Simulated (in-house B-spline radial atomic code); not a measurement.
A fraction x of an electron is removed from 3p in neutral chlorine, starting from [Ne] 3s2 3p5 and keeping the highest spin. All numbers are computed (scalar-relativistic (X2C) BHandHLYP, spin-polarised, spherical fractional occupations; Fermi nucleus of rms radius 3.3654 fm) with a B-spline radial code for spherical atoms, not measured.

Caution: exact exchange at fractional occupations of open shells leaves self-interaction of up to several eV.

```
   x  E(x) - E(0) (eV)  3p down level (eV)
   0            0.0000              -9.008
0.06            0.5542              -9.465
0.21            2.0606             -10.625
0.34            3.5083             -11.651
0.43            4.5893             -12.372
 0.5            5.4751             -12.939
0.59            6.6727             -13.675
0.74            8.8170             -14.920
0.86           10.6680             -15.932
0.95           12.1364             -16.701
   1           12.9822             -17.131
```

The exact functional would give a straight line between the two integer points. Deviations E(x) - E(0) - x[E(1) - E(0)], in eV: -0.225 at x = 0.06, -0.666 at x = 0.21, -0.906 at x = 0.34, -0.993 at x = 0.43, -1.016 at x = 0.5, -0.987 at x = 0.59, -0.79 at x = 0.74, -0.497 at x = 0.86, -0.197 at x = 0.95.

The curve lies below the straight line by up to 1.016 eV (at x = 0.5): convex, the delocalisation error, to which spherically averaged exact exchange adds.

Task: How well does Slater's transition state (minus the level at half occupation) give the ionisation energy?

Result: It gives 12.939 eV against 12.982 eV from the two total energies; NIST lists 12.97 eV, ground level to ground level. The end point has an open shell averaged over its orbitals, so its exact exchange keeps a self-interaction and this is no true integer point.
